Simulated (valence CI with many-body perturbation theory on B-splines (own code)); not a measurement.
Results of a calculation; reference values are marked as such.
# From CI to CI+MBPT in Hf⁵⁸⁺

Method: valence CI with perturbative core correlation (CI+MBPT): four valence electrons over a frozen Dirac-Fock core [Ne], radial functions for each j: 11 s, 11 p, 9 d, 7 f, 5 g, 2 h, 1 i, with the one-electron correlation potential Σ1 (screened to all orders), the two-electron term Σ2, the three-electron term Σ3, Breit, model QED; selected single and double excitations, second order for the rest (own B-spline code, finite nucleus).

No measured spectrum was set against this ion. As an estimate, large intervals hold to a few tenths of a per cent, small ones and those within an open d or f shell to about a per cent.

Each rung adds one term. CI alone is the Dirac-Coulomb CI over the frozen core; QED comes last and gives the full result, which names the levels. Energies are above (3s^2 3p1/2^2) J=0 on the same rung, in Ry.

Levels are named by their leading jj configuration (3d3/2^4 stands for four electrons in 3d with j = 3/2), which in mixed levels can hold well under half, so a name can repeat and another be missing. Letters in brackets count levels of one name in rising energy.

```
                         Level  CI alone    + Σ1    + Σ2    + Σ3  + Breit    Full
        (3s^2 3p1/2 3p3/2) J=1    22.591  22.604  22.614  22.615   22.327  22.355
        (3s^2 3p1/2 3p3/2) J=2    23.294  23.307  23.314  23.314   22.992  23.020
        (3s 3p1/2^2 3p3/2) J=2    34.530  34.523  34.529  34.534   34.476  34.208
        (3s 3p1/2^2 3p3/2) J=1    36.524  36.517  36.505  36.507   36.427  36.193
        (3s^2 3p1/2 3d3/2) J=2    38.419  38.414  38.406  38.403   38.019  37.989
        (3s^2 3p1/2 3d3/2) J=1    41.507  41.502  41.446  41.435   41.135  41.063
        (3s^2 3p1/2 3d5/2) J=2    45.150  45.155  45.126  45.119   44.631  44.609
        (3s^2 3p1/2 3d5/2) J=3    45.267  45.273  45.253  45.245   44.697  44.682
            (3s^2 3p3/2^2) J=2    46.365  46.391  46.408  46.409   45.823  45.876
            (3s^2 3p3/2^2) J=0    47.786  47.812  47.825  47.823   47.274  47.326
        (3s 3p1/2^2 3d3/2) J=1    50.588  50.563  50.546  50.544   50.465  50.134
        (3s 3p1/2^2 3d3/2) J=2    51.134  51.109  51.089  51.086   50.982  50.651
    (3s 3p1/2 3p3/2^2) J=2 [a]    56.534  56.540  56.559  56.564   56.236  55.998
        (3s 3p1/2^2 3d5/2) J=3    57.035  57.021  56.990  56.985   56.720  56.404
        (3s 3p1/2 3p3/2^2) J=3    57.895  57.901  57.914  57.918   57.522  57.289
        (3s 3p1/2^2 3d5/2) J=2    58.011  57.997  57.962  57.954   57.713  57.394
        (3s 3p1/2 3p3/2^2) J=0    58.641  58.646  58.663  58.666   58.340  58.125
    (3s 3p1/2 3p3/2^2) J=1 [a]    59.734  59.740  59.738  59.741   59.372  59.163
    (3s 3p1/2 3p3/2^2) J=2 [b]    59.783  59.790  59.785  59.788   59.362  59.179
    (3s 3p1/2 3p3/2^2) J=1 [b]    60.561  60.567  60.541  60.542   60.220  59.976
        (3s^2 3p3/2 3d3/2) J=3    63.703  63.711  63.686  63.678   63.000  62.989
        (3s^2 3p3/2 3d3/2) J=2    63.945  63.952  63.904  63.897   63.325  63.251
        (3s^2 3p3/2 3d3/2) J=1    63.977  63.984  63.946  63.939   63.347  63.304
        (3s^2 3p3/2 3d3/2) J=0    64.028  64.036  64.003  63.995   63.424  63.389
        (3s^2 3p3/2 3d5/2) J=4    67.316  67.335  67.339  67.335   66.512  66.523
        (3s^2 3p3/2 3d5/2) J=2    67.972  67.990  67.980  67.976   67.189  67.193
        (3s^2 3p3/2 3d5/2) J=3    69.695  69.713  69.677  69.665   68.866  68.871
        (3s^2 3p3/2 3d5/2) J=1    70.345  70.363  70.339  70.324   69.575  69.579
(3s 3p1/2 3p3/2 3d3/2) J=2 [a]    71.071  71.058  71.061  71.066   70.787  70.413
(3s 3p1/2 3p3/2 3d3/2) J=0 [a]    71.585  71.572  71.584  71.587   71.270  70.953
(3s 3p1/2 3p3/2 3d3/2) J=1 [a]    71.825  71.813  71.821  71.822   71.455  71.152
```

Task: How does the ionisation energy move along the ladder, and which term matters most?

Result: CI alone 6158.8, + Σ1 6159.9, + Σ2 6160.0, + Σ3 6159.8, + Breit 6150.7, + QED 6150.6 eV. The largest step is Breit, -9.1 eV. NIST lists 6149 ± 6 eV (theoretical).
